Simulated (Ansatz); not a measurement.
The same ligand exchange along the group O, S, Se, Te.

Calculated with Ansatz (gas phase, PBE0-D4/def2-TZVP geometries, no zero-point term in ΔE). CCSD(T)/CBS adds triple-zeta CCSD(T) − MP2 to the extrapolated MP2 energy (def2 sets, frozen cores). For Ge, Se outer-core shells are correlated without core-valence functions, which leaves a few kJ/mol of doubt a bond. Scalar relativity is left out up to krypton. One conformer a species, not always the lowest.

Q: Order these by ΔE at CCSD(T)/CBS, lowest first. (An estimate is asked.)
A. `[GeH3][Se][GeH3]` + `N[SiH](F)Cl` → `F[SiH](Cl)[NH][GeH3]` + `[GeH3][SeH]`
B. `[GeH3][O][GeH3]` + `N[SiH](F)Cl` → `F[SiH](Cl)[NH][GeH3]` + `[OH][GeH3]`
C. `[GeH3][S][GeH3]` + `N[SiH](F)Cl` → `F[SiH](Cl)[NH][GeH3]` + `[SH][GeH3]`

A: B (+4.7 kcal/mol), C (+9.6 kcal/mol), A (+12.5 kcal/mol).

Largest T1 diagnostic: 0.012, for `[GeH3][O][GeH3]`.
